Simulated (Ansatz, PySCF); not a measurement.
C2H4N2OSi, SMILES O[Si@H]1C=NC=N1. Atoms are numbered in the order given.

```xyz
10

O     -1.7427     0.0417     1.3080
Si    -0.6659     0.5279     0.1489
C      1.2090     0.4832     0.5594
N      1.8065    -0.2741    -0.2946
C      0.8324    -0.8554    -1.2226
N     -0.4201    -0.6226    -1.1783
H     -1.6832    -0.8699     1.6179
H     -1.1355     1.8516    -0.3247
H      1.8263     0.9975     1.3114
H      1.2918    -1.5213    -1.9718
```
Charge 0, spin multiplicity 1.

Geometry optimised at r2SCAN-D4/def2-SVP. The structure was generated by enumeration; whether it is a known compound was not checked. The values are those of a single conformer.

Two levels are set side by side: PBE-D3(BJ)/def2-SVP (Ansatz, an electronic-structure program) and r2SCAN-D4/def2-SVP (Ansatz). Each level has its own optimised geometry; the coordinates shown are those of the second. Frequencies come from the Hessian of PySCF at each geometry. Differences are taken from unrounded values.

```
quantity                            r2SCAN-D4
----------------------------------  ---------
mean bond length (Å)                    1.403
bond O1–Si2 (Å)                         1.655
bond Si2–C3 (Å)                         1.920
bond Si2–N6 (Å)                         1.774
bond C3–N4 (Å)                          1.288
bond N4–C5 (Å)                          1.466
bond C5–N6 (Å)                          1.275
bond O1–H7 (Å)                          0.965
bond Si2–H8 (Å)                         1.482
bond C3–H9 (Å)                          1.100
bond C5–H10 (Å)                         1.103
highest harmonic wavenumber (cm⁻¹)       3881
mean harmonic wavenumber (cm⁻¹)          1188
zero-point energy (kcal/mol)            40.76
```

Q: What does PBE-D3(BJ) give, and how far is it from r2SCAN-D4? (Estimate from the structure and the level; the computed values follow.)

A: 
```
quantity                            PBE-D3(BJ)  PBE-D3(BJ) minus r2SCAN-D4
----------------------------------  ----------  --------------------------
mean bond length (Å)                     1.413                       0.010
bond O1–Si2 (Å)                          1.671                       0.016
bond Si2–C3 (Å)                          1.929                       0.009
bond Si2–N6 (Å)                          1.791                       0.017
bond C3–N4 (Å)                           1.295                       0.006
bond N4–C5 (Å)                           1.472                       0.007
bond C5–N6 (Å)                           1.282                       0.008
bond O1–H7 (Å)                           0.973                       0.009
bond Si2–H8 (Å)                          1.494                       0.012
bond C3–H9 (Å)                           1.107                       0.007
bond C5–H10 (Å)                          1.110                       0.008
highest harmonic wavenumber (cm⁻¹)        3763                        -118
mean harmonic wavenumber (cm⁻¹)           1155                         -33
zero-point energy (kcal/mol)             39.63                       -1.13
```
